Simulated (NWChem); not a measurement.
System: CH4AlBrO; SMILES C[O][AlH][Br]

```xyz
8

Al    -0.9483    -0.6392    -0.0216
H     -2.4098    -0.2424    -0.4247
Br     0.4917     0.8698     0.8441
O     -0.4454    -2.2315    -0.2415
C      0.6507    -3.0696    -0.0722
H      1.5246    -2.5465     0.3568
H      0.3946    -3.9076     0.5991
H      0.9571    -3.5032    -1.0399
```
Atoms are numbered in this order, from 1.

Coordinates come from a PBE0/def2-SVP optimisation.

Spin-orbit effects, on the heavy nuclei and on their neighbours, are missing.

Give the principal values of the shielding tensors (ppm) of Al1, Br3, O4, C5 from PBE/pcSseg-1, GIAO (NWChem), with their diamagnetic and paramagnetic parts as GIAO splits them.


```csv
atom,σ11,σ22,σ33,isotropic,diamagnetic,paramagnetic
Al1,366.5,402.2,448.3,405.7,796.3,-390.6
Br3,2202.3,2582.2,2940.6,2575.0,3124.8,-549.8
O4,134.5,287.3,318.7,246.8,395.0,-148.2
C5,91.8,101.3,178.2,123.8,245.2,-121.5
```
